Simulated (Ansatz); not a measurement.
Two isomers of C3H8BN: A = `CN1BCC1`, B = `BNC(=C)C`.

Calculated with Ansatz (gas phase, PBE0-D4/def2-TZVP geometries, no zero-point term in ΔE). CCSD(T)/CBS is the MP2 limit (def2-TZVPP, def2-QZVPP) plus CCSD(T) − MP2 in def2-TZVPP, frozen cores. Functionals use def2-TZVPP. B3LYP here is the variant with VWN-RPA as its local correlation; programs differ in this. Each species was taken in one conformer, which may not be the lowest.

Which isomer does CCSD(T)/CBS put lower? Give the gap. (An estimate is asked.)

The calculation gave: B, by 8.5 kcal/mol.

Give E(B) − E(A) in kcal/mol with HF/def2-TZVPP, r2SCAN-D4, B3LYP, B3LYP-D4, MP2/def2-TZVPP, CCSD(T)/def2-TZVPP, CCSD/def2-TZVPP. (Estimate.)

Ansatz gave: HF/def2-TZVPP -11.6, r2SCAN-D4 -8.8, B3LYP -10.7, B3LYP-D4 -10.8, MP2/def2-TZVPP -7.1, CCSD(T)/def2-TZVPP -8.3, CCSD/def2-TZVPP -8.0. None reverses the order clearly.

Largest T1 diagnostic: 0.013.

From PBE to PBE0 (25 % exact exchange), in def2-TZVPP and without D4, E(B) − E(A) moves by +1.3 kcal/mol. In def2-TZVPP, CCSD(T) changes the Hartree–Fock value by +3.3 kcal/mol (the triples alone add −0.3 kcal/mol) and MP2 by +4.5 kcal/mol.
